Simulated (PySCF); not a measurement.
A GIAO shielding run with PySCF 2.14.0 with density-fitted response routines (density fitting, non-relativistic, gas phase) on SMILES N#C[SiH2]C(F)(F)CF, C₃H₄F₃NSi:

```
$ OMP_NUM_THREADS=1 python probes_run.py task.json out

{"job": {"kind": "nmr", "xc": "PBE0", "basis": "pcSseg-1"}, "charge": 0, "multiplicity": 1}
N      2.723144    -0.504442    -1.387669
C      2.016927     0.094321    -0.714558
Si     0.873189     1.068932     0.391621
C     -0.588371    -0.179370     0.721753
F     -0.166239    -1.209429     1.518042
F     -1.556612     0.446255     1.463173
C     -1.200874    -0.755957    -0.547994
F     -0.945158     0.102506    -1.587722
H      0.333052     2.225825    -0.306578
H      1.527150     1.288838     1.677041
H     -2.286252    -0.865240    -0.465739
H     -0.728758    -1.712926    -0.787395
```

Hardware: 1 thread of an Arm Neoverse V1, shared host. The job also computes population analyses, field gradients.

Question: How large is the calculation?

Answer: 70 electrons, 163 basis functions and 865 auxiliary functions.

Question: How long does it take, and how much memory does it need?

Answer: 22 s of wall time, with 14 SCF cycles and 5 response iterations; peak memory 0.73 GiB. Times on a shared host scatter by some tens of per cent.
